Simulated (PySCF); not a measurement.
Species: CH10Ge2N2.
Structure used (PBE0-D3(BJ)/def2-SVP), in Å, numbered top down from 1:
```xyz
15
CH10Ge2N2 angstrom
C     -2.2421   -1.0326    0.3328
N     -1.3217   -0.1970    1.0679
Ge    -0.4623    1.2101    0.2790
N      0.7343    0.3823   -0.8199
Ge     1.5713   -1.1929   -0.3802
H     -2.3098   -2.0387    0.7815
H     -1.8703   -1.1729   -0.6944
H     -3.2717   -0.6293    0.2582
H     -1.5770   -0.0663    2.0408
H     -1.3405    2.1331   -0.6013
H      0.1623    2.0031    1.4490
H      1.0740    0.8704   -1.6409
H      2.0906   -1.1523    1.0707
H      2.7576   -1.3382   -1.3562
H      0.6296   -2.4035   -0.5448
```

The closed-shell ground state was solved at several levels (PySCF, density fitting, gas phase). Relativistic effects, spin–orbit coupling among them, are left out although an element past zinc is present.

```
                       level  basis functions  HOMO (eV)  LUMO (eV)  gap (eV)  dipole (D)
         CAM-B3LYP/def2-SVPD              216      -8.10       1.00      9.10        0.84
              B3LYP/pcSseg-1              183      -6.40       0.49      6.89        0.90
B3LYP/pcJ-1 (pcSseg-1 on Ge)              263      -6.39       0.52      6.91        0.91
```

Q: What might PBE0/pcSseg-1 (183 basis functions) give for the same quantities?

A: HOMO -6.65 eV, LUMO 0.72 eV, gap 7.37 eV, dipole 0.92 D.

Q: Over all these levels, which gives the widest orbital gap and which the narrowest?

A: CAM-B3LYP/def2-SVPD (range-separated hybrid) has the widest, 9.10 eV, and B3LYP/pcSseg-1 (global hybrid, 20 % exact exchange) the narrowest, 6.89 eV. Functional and basis both differ between the two, so the spread mixes both effects.

Q: How far do the dipole and the HOMO energy spread over the levels?

A: The dipole runs from 0.84 to 0.92 D (mean 0.89 D) and the HOMO from -8.10 to -6.39 eV.

One conformer stands for the species.
